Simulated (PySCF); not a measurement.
CH3FMg, singlet, geometry from GFN2-xTB (such geometries of metal compounds can be far from the true shape); DF-B3LYP/aug-cc-pVQZ run with PySCF.

Here is a job for PySCF.
```python
from pyscf import gto, scf, dft

mol = gto.M(
    atom='''
Mg    0.46587341    0.32274164   -0.19048971
F    -0.94760090    0.92681571   -0.96322596
C     0.34390826   -1.26589669    1.14315484
H     0.24858946   -2.18360643    0.57209840
H    -0.56644892   -1.10073876    1.71047343
H     1.19233721   -1.33451579    1.81340918
''',
    basis='aug-cc-pvqz',
    verbose=4,
    max_memory=1800,
)

mf = dft.RKS(mol)
mf.xc = 'b3lyp'
mf = mf.density_fit(auxbasis='def2-universal-jkfit')
mf.kernel()
```

What the program printed (banner, timings and long lists left out):

```
PySCF version 2.14.0

[INPUT] verbose = 4
[INPUT] num. atoms = 6
[INPUT] num. electrons = 30
[INPUT] charge = 0
[INPUT] spin (= nelec alpha-beta = 2S) = 0
[INPUT] symmetry False subgroup None
[INPUT] Mole.unit = angstrom
[INPUT] Symbol           X                Y                Z      unit          X                Y                Z       unit  Magmom
[INPUT]  1 Mg     0.465873410000   0.322741640000  -0.190489710000 AA    0.880373153617   0.609893308593  -0.359973381448 Bohr   0.0
[INPUT]  2 F     -0.947600900000   0.926815710000  -0.963225960000 AA   -1.790706176391   1.751427859844  -1.820233260471 Bohr   0.0
[INPUT]  3 C      0.343908260000  -1.265896690000   1.143154840000 AA    0.649892423376  -2.392198046093   2.160249565571 Bohr   0.0
[INPUT]  4 H      0.248589460000  -2.183606430000   0.572098400000 AA    0.469765996854  -4.126418116539   1.081109292302 Bohr   0.0
[INPUT]  5 H     -0.566448920000  -1.100738760000   1.710473430000 AA   -1.070433322356  -2.080094791093   3.232326326045 Bohr   0.0
[INPUT]  6 H      1.192337210000  -1.334515790000   1.813409180000 AA    2.253190775028  -2.521869352008   3.426846701972 Bohr   0.0

nuclear repulsion = 80.9527562302986
number of shells = 99
number of NR pGTOs = 445
number of NR cGTOs = 382
basis = aug-cc-pvqz
ecp = {}

******** <class 'pyscf.df.df_jk.DFRKS'> ********
method = DFRKS
initial guess = minao
damping factor = 0
level_shift factor = 0
DIIS = <class 'pyscf.scf.diis.CDIIS'>
diis_start_cycle = 1
diis_space = 8
diis_damp = 0
SCF conv_tol = 1e-09
SCF conv_tol_grad = None
SCF max_cycles = 50
direct_scf = False
XC library pyscf.dft.libxc version 7.1.2
    S. Lehtola, C. Steigemann, M. J. T. Oliveira, and M. A. L. Marques,  SoftwareX 7, 1–5 (2018)
XC functionals = b3lyp
    P. J. Stephens, F. J. Devlin, C. F. Chabalowski, and M. J. Frisch,  J. Phys. Chem. 98, 11623 (1994)
radial grids:
    Treutler-Ahlrichs [JCP 102, 346 (1995); DOI:10.1063/1.469408] (M4) radial grids

becke partition: Becke, JCP 88, 2547 (1988); DOI:10.1063/1.454033
pruning grids: <function nwchem_prune>
grids dens level: 3
symmetrized grids: False
atomic radii adjust function: <function treutler_atomic_radii_adjust>
small_rho_cutoff = 0
Set gradient conv threshold to 3.16228e-05
Initial guess from minao.
tot grids = 76384
******** <class 'pyscf.df.df.DF'> ********
auxbasis = def2-universal-jkfit
init E= -339.838265531471
  HOMO = -0.322206788127879  LUMO = -0.111065592226034  gap/eV = 5.74544
cycle= 1 E= -339.819038463971  delta_E= 0.0192  |g|= 0.896  |ddm|= 2.88
  HOMO = -0.130152638650581  LUMO = -0.0609344778220589  gap/eV = 1.88352
cycle= 2 E= -339.163784336758  delta_E= 0.655  |g|= 2.06  |ddm|= 2.79
  HOMO = -0.240338758385256  LUMO = -0.081992532887881  gap/eV = 4.30882
cycle= 3 E= -339.972671140732  delta_E= -0.809  |g|= 0.178  |ddm|= 1.68
  HOMO = -0.270108780898795  LUMO = -0.0882775908459195  gap/eV = 4.94788
cycle= 4 E= -339.975683093702  delta_E= -0.00301  |g|= 0.133  |ddm|= 0.327
  HOMO = -0.25321097945092  LUMO = -0.0870738927020511  gap/eV = 4.52082
cycle= 5 E= -339.980094302612  delta_E= -0.00441  |g|= 0.0126  |ddm|= 0.141
  HOMO = -0.254345157985867  LUMO = -0.0865619874731109  gap/eV = 4.56561
cycle= 6 E= -339.980126946976  delta_E= -3.26e-05  |g|= 0.00264  |ddm|= 0.0289
  HOMO = -0.254338110247772  LUMO = -0.0865711617118095  gap/eV = 4.56517
cycle= 7 E= -339.980128310344  delta_E= -1.36e-06  |g|= 0.000306  |ddm|= 0.00372
  HOMO = -0.254337576468664  LUMO = -0.0865727715336959  gap/eV = 4.56511
cycle= 8 E= -339.980128335765  delta_E= -2.54e-08  |g|= 7.03e-05  |ddm|= 0.000747
  HOMO = -0.254344776066475  LUMO = -0.0865729370584418  gap/eV = 4.56530
cycle= 9 E= -339.980128337043  delta_E= -1.28e-09  |g|= 1.12e-05  |ddm|= 0.000186
  HOMO = -0.254345159438202  LUMO = -0.0865722714783317  gap/eV = 4.56533
cycle= 10 E= -339.980128337076  delta_E= -3.33e-11  |g|= 1.69e-06  |ddm|= 2.23e-05
  HOMO = -0.254344751185556  LUMO = -0.0865725082537807  gap/eV = 4.56532
Extra cycle  E= -339.980128337077  delta_E= -5.12e-13  |g|= 2.25e-06  |ddm|= 7.09e-06
converged SCF energy = -339.980128337077
```
